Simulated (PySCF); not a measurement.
A calculated (wB97X, PySCF 2.14, aug-cc-pVQZ-X2C, the spin-free X2C one-electron Hamiltonian (Gaussian nucleus)) atom or ion has these occupied shells.

| shell | electrons | orbital energy (eV) | rms radius, mean of both spins (bohr) |
| --- | --- | --- | --- |
| 1s α | 1 | -3547.7 | 0.0937 |
| 1s β | 1 | -3547.7 | 0.0937 |
| 2s α | 1 | -366.37 | 0.420 |
| 2s β | 1 | -366.37 | 0.420 |
| 2p α | 3 | -291.28 | 0.389 |
| 2p β | 3 | -291.28 | 0.389 |
| 3s α | 1 | -43.122 | 1.37 |
| 3s β | 1 | -43.112 | 1.37 |
| 3p α | 3 | -25.146 | 1.56 |
| 3p β | 3 | -25.141 | 1.56 |
| 4p α | 1 | -2.698 | 7.44 |

Name the element and its charge.

K (potassium, neutral), in [Ar] 4p1, 2P determinant (an excited configuration).
